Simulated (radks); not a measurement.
The bromine ion Br20+, 15 electrons, occupied as [Ne] 3s2 3p3. Calculated with a radial shooting solver on a logarithmic mesh with Libxc functionals: non-relativistic Kohn-Sham, PBE, spin-polarised, spherical densities, point nucleus; open shells are filled with parallel spins first. Some entries of the table are withheld. Estimate them.

orbital  occ.  eigenvalue (hartree)  r(max) (bohr)  <r> (bohr)
1s up       1             -511.5274        0.02886     0.04369
1s down     1             -511.3942        0.02885     0.04368
2s up       1             -91.51837         0.1622      0.1916
2s down     1             -91.41234         0.1623      0.1914
2p up       3             -85.68994         0.1284         (1)
2p down     3             -85.53826         0.1285         (2)
3s up       1             -32.90601         0.4519      0.4825
3s down     1             -32.38636         0.4523      0.4843
3p up       3             -30.90632         0.4345      0.4685
3p down     0             -30.38868         0.4346      0.4701

Answer. 
(1) 2p up <r> (bohr): 0.1651
(2) 2p down <r> (bohr): 0.1651
